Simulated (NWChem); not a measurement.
System: SiH4TeS; SMILES [SiH3][Te]S

```xyz
7

Te     0.6876    -0.0446    -0.0067
S     -1.0517    -1.7459    -0.0512
H     -1.1777    -1.8685     1.2902
Si    -0.9895     1.8233    -0.0076
H     -0.2117     3.1004    -0.0088
H     -1.8395     1.7504     1.2167
H     -1.8472     1.7447    -1.2247
```
Atoms are numbered in this order, from 1.

All runs: NWChem. All runs use the structure optimised with PBE0/def2-SVP (def2 core potentials past Kr).

Estimate the computed values for TPSS/STO-3G (all-electron, non-relativistic). Quantities: highest occupied level (eV); orbital gap (eV); dipole (D).

highest occupied level (eV): -2.78
orbital gap (eV): 3.95
dipole (D): 2.02
